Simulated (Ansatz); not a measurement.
Two shapes of singlet ZrF4.

Shape 1:

```xyz
5

Zr    0.0463    0.0178   -0.0062
F     1.0746    1.0612    1.1263
F     1.0639   -1.0626   -1.1185
F    -1.0655    1.0725   -1.0595
F    -1.1167   -1.0521    1.1092
```

Shape 2:

```xyz
5

Zr    0.0000    0.0000    0.0000
F     1.1817    1.1817    1.1817
F     1.1817   -1.1817   -1.1817
F    -1.1817    1.1817   -1.1817
F    -1.1817   -1.1817    1.1817
```

Basis set: def2-TZVP (spherical functions, with the set's core potentials past Kr). Frozen core: 4 orbitals. Charge 0, multiplicity 1.

Computed with Ansatz (development build ahead of 0.2.0); each method stands on the lowest determinant of its kind that the runs found.

(1) Which shape is lower in energy, and by how much in each method?

## Answers

(1)

| method | E(2) − E(1) (eV) |
| --- | --- |
| RHF | 1.172 |
| RHF-MP2 | 0.958 |

Shape 1 is lower. Caution: no unrestricted run beside it, a lower state can exist; other spin multiplicities were not run.
